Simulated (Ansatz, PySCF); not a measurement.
Molecule: CH$_{5}$BNO$_{2}$ (charge 0, doublet). SMILES: N(C)B([O])O
Geometry: optimised at B3LYP-D3(BJ)/def2-TZVP (Ansatz, an electronic-structure program).

Wanted: atomisation energy, in kcal/mol. Terms: 6-311+G** with 5d; atomisation electronic, to ground-state atoms; dispersion terms only where a functional's name holds one; frozen cores in correlated levels; 6-31G* and kin with 6d, 5d where marked; non-relativistic; spin-orbit terms left out; open shells spin-unrestricted; LANL2DZ all-electron up to Ne. First-principles rows: single points at B3LYP-D3(BJ) geometries (Ansatz).

```tsv
level	program	atomisation energy (kcal/mol)
HF/STO-3G	Ansatz	756.8
PBE/3-21G	Ansatz	967.7
PBE/6-31G*	Ansatz	983.9
BLYP/6-31G*	Ansatz	959.4
BP86/def2-SVP	PySCF	1001.7
BP86/6-31G* (5d)	PySCF	990.1
B3LYP/LANL2DZ	Ansatz	905.2
B3LYP/6-31G	Ansatz	910.1
B3LYP/6-31G*	Ansatz	950.8
B3LYP/6-31G**	Ansatz	959.3
B3LYP/6-311+G**	Ansatz	949.2
MP2/STO-3G	Ansatz	857.7
MP2/3-21G	Ansatz	797.9
MP2/6-311+G**	Ansatz	905.2
wB97M-V/def2-TZVPD	Ansatz	956.9
B2PLYP-D3(BJ)/def2-TZVPD	Ansatz + dftd3	946.5
```

No value to compare with is used here. The 14 habitual levels span 756.8 (HF/STO-3G) to 1001.7 kcal/mol (BP86/def2-SVP); wB97M-V/def2-TZVPD gives 956.9.

The levels are drawn from those run, B3LYP/6-31G* more often than the rest, none by its result; left out are runs that failed, that the program found above a lower state of the same kind, or whose <S^2> lies over 0.5 above the pure value.
